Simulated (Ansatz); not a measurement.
Basis-set extrapolation for CH4FNOSi, SMILES `O[SiH2]/N=C/F` (PBE0-D4/def2-TZVP geometry, frozen core, the Gaussian-basis code of Ansatz). Multiplicity 1, RHF reference.

|  | def2-TZVPP | def2-QZVPP |
| --- | --- | --- |
| HF | -558.073123 | -558.094994 |
| MP2 correlation | -0.961372 | -1.039066 |
| CCSD(T) correlation | -1.021797 | not run |

Energies in hartree. Use E(X) = E(∞) + A·exp(−7.88·√X) for Hartree–Fock and E(X) = E(∞) + B·X^(−2.97) for correlation, with X = 3 and 4, and add CCSD(T) minus MP2 of the smaller set to the MP2 limit.

Problem. What is the CCSD(T) energy at the basis-set limit?

Solution. HF limit: -558.094994 + (-0.021871) × 0.13774 = -558.09801. MP2 limit: -1.039066 + (-0.077694) × 0.74074 = -1.09662. Higher-order term: -1.021797 − (-0.961372) = -0.06043. Total: -559.25506 hartree, 420.4 kJ/mol below CCSD(T)/def2-TZVPP.
